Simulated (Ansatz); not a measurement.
Reaction R1 + R2 + R3 + 2 R4 → 4 P1 + P2, each structure at its B3LYP-D3(BJ)/def2-TZVP stationary point, reached from a drawn start (curvature not checked).
P1, H2 (SMILES [H][H]) (charge 0, multiplicity 1):
```xyz
2

H      0.00000     0.00000     0.37199
H      0.00000     0.00000    -0.37199
```
R1: H2O (SMILES O), charge 0, multiplicity 1.
R2: HCl (SMILES Cl), charge 0, multiplicity 1.
R3, HF (SMILES F) (charge 0, multiplicity 1, Z-matrix in Å and degrees):
```
F
H 1 0.9245
```
R4, SiH4 (SMILES [SiH4]) (charge 0, multiplicity 1):
```xyz
5

Si     0.000     0.000     0.000
H      0.855     0.855     0.855
H     -0.855    -0.855     0.855
H     -0.855     0.855    -0.855
H      0.855    -0.855    -0.855
```
P2, ClFH4OSi2 (SMILES F[SiH](Cl)O[SiH3]) (charge 0, multiplicity 1):
```json
[
 {"atom": "Si", "x (Å)": "1.3804", "y (Å)": "-0.6706", "z (Å)": "0.2244"},
 {"atom": "O", "x (Å)": "-0.2057", "y (Å)": "-0.4192", "z (Å)": "0.2487"},
 {"atom": "Si", "x (Å)": "-1.4994", "y (Å)": "0.5240", "z (Å)": "-0.1561"},
 {"atom": "F", "x (Å)": "1.7798", "y (Å)": "-1.4266", "z (Å)": "-1.1162"},
 {"atom": "Cl", "x (Å)": "2.3843", "y (Å)": "1.1137", "z (Å)": "0.2396"},
 {"atom": "H", "x (Å)": "1.7918", "y (Å)": "-1.4897", "z (Å)": "1.3617"},
 {"atom": "H", "x (Å)": "-2.6780", "y (Å)": "-0.0209", "z (Å)": "0.5461"},
 {"atom": "H", "x (Å)": "-1.7074", "y (Å)": "0.4732", "z (Å)": "-1.6185"},
 {"atom": "H", "x (Å)": "-1.2457", "y (Å)": "1.9160", "z (Å)": "0.2704"}
]
```

P less R. No zero-point or thermal terms. One arrangement of each flexible species, with no search for the lowest.

Cores are frozen in the correlated methods.

The values were computed with Ansatz (Gaussian orbitals). Each number belongs to the level named beside it.

Total energies in hartree:

```tsv
structure	PBE/def2-TZVPP	r2SCAN/def2-TZVPP	CCSD(T)/cc-pV(T+d)Z
P1	-1.166122	-1.171285	-1.172336
R1	-76.380147	-76.423173	-76.332115
R2	-460.627412	-460.785863	-460.339793
R3	-100.393473	-100.446638	-100.338298
R4	-291.721620	-291.854203	-291.440117
P2	-1216.307503	-1216.825902	-1215.342169
```

Question: Work out the reaction energy at each level in eV (1 hartree = 27.21139 eV), and say how far PBE/def2-TZVPP lies from CCSD(T)/cc-pV(T+d)Z.

Answer: 
- PBE/def2-TZVPP: 4 × (-1.166122) + (-1216.307503) − (-76.380147) − (-460.627412) − (-100.393473) − 2 × (-291.721620) = -0.127719 hartree = -3.475 eV
- r2SCAN/def2-TZVPP: 4 × (-1.171285) + (-1216.825902) − (-76.423173) − (-460.785863) − (-100.446638) − 2 × (-291.854203) = -0.146962 hartree = -3.999 eV
- CCSD(T)/cc-pV(T+d)Z: 4 × (-1.172336) + (-1215.342169) − (-76.332115) − (-460.339793) − (-100.338298) − 2 × (-291.440117) = -0.141073 hartree = -3.839 eV
PBE/def2-TZVPP less CCSD(T)/cc-pV(T+d)Z: 0.364 eV. CCSD(T)/cc-pV(T+d)Z is the level counted from, the highest shown, and no exact or measured value.

Ansatz is an electronic-structure program.
